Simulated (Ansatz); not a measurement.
Consider the ligand exchange at a B–C bond: `BCB(O)F` + `[CH3][GeH]([NH2])[F]` → `B[NH][GeH]([CH3])[F]` + `CB(O)F`.

Computed with Ansatz on PBE0-D4/def2-TZVP structures; ΔE is electronic, products minus reactants. CBS: MP2 limit from def2 TZ/QZ plus the TZ coupled-cluster correction, frozen cores. Functionals use def2-TZVPP. B3LYP here is the variant with VWN-RPA as its local correlation; programs differ in this. For Ge outer-core shells are correlated without core-valence functions, which leaves a few kJ/mol of doubt a bond. Scalar relativity is left out up to krypton. Each species was taken in one conformer, which may not be the lowest.

`BCB(O)F`:

Z-matrix (Å, degrees):
```
C
B 1 1.583
B 1 1.544 2 106.5
H 1 1.090 2 108.6 3 123.6
H 1 1.097 2 105.6 3 -117.8
F 2 1.328 1 119.7 3 -109.3
O 2 1.352 1 124.5 3 70.0
H 3 1.200 1 119.9 2 -78.0
H 3 1.196 1 121.7 2 98.6
H 7 0.959 2 113.7 1 -1.4
```

`[CH3][GeH]([NH2])[F]`:

Z-matrix (Å, degrees):
```
C
Ge 1 1.931
H 1 1.090 2 110.0
H 1 1.091 2 109.7 3 119.4
H 1 1.090 2 110.3 3 -120.6
N 2 1.817 1 110.4 3 -177.0
F 2 1.757 1 105.4 3 -57.5
H 2 1.534 1 117.1 3 58.4
H 6 1.010 2 115.9 1 52.1
H 6 1.010 2 115.8 1 -177.9
```

`B[NH][GeH]([CH3])[F]`:

Cartesian coordinates in Å:
```
B 1.621 1.028 -1.353
N 0.345 0.701 -0.893
Ge -0.083 -0.786 0.098
C -1.333 -0.368 1.510
F -0.941 -1.866 -0.973
H 1.784 2.023 -2.000
H 2.538 0.304 -1.082
H -0.420 1.316 -1.133
H 1.222 -1.486 0.483
H -1.635 -1.282 2.023
H -0.877 0.312 2.232
H -2.221 0.105 1.089
```

`CB(O)F`:

Cartesian coordinates in Å:
```
C 0.660 0.766 -0.141
B -0.452 -0.320 -0.034
O -0.313 -1.420 0.742
F -1.594 -0.180 -0.727
H 0.267 1.741 0.163
H 1.531 0.534 0.471
H 0.980 0.878 -1.181
H -1.079 -2.000 0.708
```

```json
{"level": "revPBE-D4", "ΔE (eV)": "-1.32"}
{"level": "B3LYP-D4", "ΔE (eV)": "-1.41"}
{"level": "r2SCAN0-D4", "ΔE (eV)": "-1.36"}
{"level": "BHLYP-D4", "ΔE (eV)": "-1.42"}
{"level": "CAM-B3LYP-D4", "ΔE (eV)": "-1.43"}
{"level": "ωB97X-V", "ΔE (eV)": "-1.36"}
{"level": "CAM-B3LYP", "ΔE (eV)": "-1.43"}
{"level": "SCS-MP2/def2-QZVPP", "ΔE (eV)": "-1.39"}
```

Task: What does CCSD(T)/CBS give? (Best estimate.)

Result: Computed: -1.37 eV. The listed levels differ from it by 0.05, -0.04, 0.01, -0.05, -0.06, 0.01, -0.06, -0.02 eV.

Largest T1 diagnostic among the species: 0.013.

At CCSD(T), def2-SVP lies −0.16 eV from the extrapolated value and def2-TZVPP −0.03 eV. Leaving LDA and LC-ωPBE aside and taking each functional with its dispersion term where it has one, the values spread over 0.10 eV, from CAM-B3LYP-D4 to revPBE-D4. LDA lies −0.04 eV from PBE without D4.
